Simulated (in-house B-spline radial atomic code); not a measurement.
Configurations of the chlorine ion Cl⁺, with energies counted from [Ne] 3s2 3p4. All numbers are computed (non-relativistic SCAN, spin-polarised, spherical fractional occupations; point nucleus) with a B-spline radial code for spherical atoms, not measured. Shells without spins written out take the highest spin.

Occupations are held fixed; configurations that lie above the ionisation limit could autoionise.

```csv
configuration,E - E(ref) (eV),highest orbital,its <r> (bohr)
"[Ne] 3s2 3p(2 up, 2 down)",1.3707,3p up,1.704
[Ne] 3s1 3p5,12.895,3p down,1.744
[Ne] 3s1 3p4 4f1,33.192,4f up,8.947
"[Ne] 3s(1 up, 0 down) 3p(2 up, 2 down) 4d(1 up, 0 down)",35.422,4d up,7.157
"[He] 2s2 2p(2 up, 3 down) 3s2 3p(2 up, 3 down)",198.36,3p up,1.601
"[He] 2s2 2p(2 up, 3 down) 3s2 3p(1 up, 3 down) 4f(0 up, 1 down)",222.19,4f down,8.985
```

(1) Order these further configurations by energy, lowest first.
A. [Ne] 3s2 3p3 4d1
B. [He] 2s2 2p5 3s2 3p4 4d1
C. [He] 2s2 2p5 3s2 3p4 3d1
D. [Ne] 3s1 3p4 4d1
E. [Ne] 3s2 3p3 4p1

(2) How far above the reference does [Ne] 3s2 3p(0 up, 3 down) 3d(0 up, 1 down) lie?

(3) How far above the reference does [Ne] 3s2 3p3 4s1 lie?

## Answers

(1) E (15.558 eV), A (18.491 eV), D (31.715 eV), C (214.66 eV), B (220.59 eV).

(2) 13.291 eV; its least bound orbital is 3d down with <r> = 2.613 bohr.

(3) 13.083 eV; its least bound orbital is 4s up with <r> = 4.124 bohr.
